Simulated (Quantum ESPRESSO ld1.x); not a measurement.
Coherent X-ray form factor from a spherical all-electron density. All-electron calculation, scalar-relativistic Kohn-Sham, PBE, spin-unpolarised, spherical densities, point nucleus. Program: ld1.x of Quantum ESPRESSO 7.5.

| sin(theta)/lambda (1/angstrom) | f0 (electrons) |
|---|---|
| 0.05 | 78.203 |
| 0.1 | 75.974 |
| 0.15 | 72.723 |
| 0.2 | 68.917 |
| 0.25 | 64.948 |
| 0.3 | 61.070 |
| 0.4 | 54.063 |
| 0.5 | 48.220 |
| 0.6 | 43.377 |
| 0.8 | 35.702 |
| 1 | 29.649 |
| 1.25 | 23.757 |
| 1.5 | 19.609 |
| 2 | 15.059 |

The species is in the configuration that NIST lists as its ground one. Which atom or ion scatters so?

Answer. The thallium ion Tl2+, [Xe] 4f14 5d10 6s1. Extrapolating in s^2 from the first two rows gives f0(0) = 78.9, near the electron count 79; among species with that count, the fall with angle is slower the higher Z, and the table is that of Z = 81; from so few rows the species is fixed only to a neighbour or two.
